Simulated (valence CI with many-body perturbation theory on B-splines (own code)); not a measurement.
## Sensitivity of CI+MBPT for Mo⁹⁺

Computed by valence CI with perturbative core correlation (CI+MBPT): five valence electrons over a frozen Dirac-Fock core [Ar] 3d10, a basis of 6 s, 6 p, 5 d, 3 f, 1 g functions for each j, with the one-electron correlation potential Σ1 (screened to all orders), the two-electron term Σ2, the three-electron term Σ3, Breit, model QED; selected single and double excitations, second order for the rest (own B-spline code, finite nucleus).

No measured levels were compared; by estimate levels hold to about 250 cm⁻¹ or 0.2 % of their energy and the worst to 1 %, as in measured heavy ions of charge 2 to 7; those with d or f electrons hold less well. Among the levels kept, up to 760 cm⁻¹ of a level comes from second order outside the variational space, and about a tenth of that is noise between levels of different J, which matters for small intervals.

The reference run has the lowest level 4s2.4p3 4S°_3/2 and an ionisation energy of 186.007 eV. Its largest variational space holds 9998 state functions.

Names give the largest LS component (configuration and term), which can be under half, so a name can repeat, a term be missing and a line seem to break the LS rules; names also repeat where a configuration has a term twice.

Changed runs:
A. cutoff of virtual states (hartree) 3528 → 1320
B. Breit term on → off; shift of the energy in Σ1 (hartree) 0 → -3.267
C. natural orbitals for correlation on → off
D. start configuration 4s2 4p3 → 4s2 4p4 (bad on purpose)

Excitation energies of the reference run in cm⁻¹, and shifts in cm⁻¹:

```tsv
Level	Reference	A	B	C
4s2.4p3 2D°_3/2	27167	-0.6	+61	+676
4s2.4p3 2D°_5/2	35818	-1.5	+210	+708
4s2.4p3 2P°_1/2	55743	-1.5	+177	+1063
4s2.4p3 2P°_3/2	70899	-3.7	+503	+908
4s.4p4 4P_5/2	224761	+1.1	-146	-165
4s.4p4 4P_3/2	239682	-0.5	+54	-205
4s.4p4 4P_1/2	244278	-0.7	+72	-141
4s.4p4 2D_3/2	276702	-1.6	+14	+488
4s.4p4 2D_5/2	281651	-2.2	+155	+476
4s.4p4 2S_1/2	314933	-2.2	+23	+1121
4s.4p4 2P_3/2	318662	-5.2	+160	+580
4s.4p4 2P_1/2	341924	-6.8	+466	+803
Ionisation energy (eV)	186.007	-0.002	-0.101	-0.055
```

Run D: It gave no result: the electrons of core and valence do not add up to the charge. The program said: "core and valence hold 34 electrons, the ion has 33".
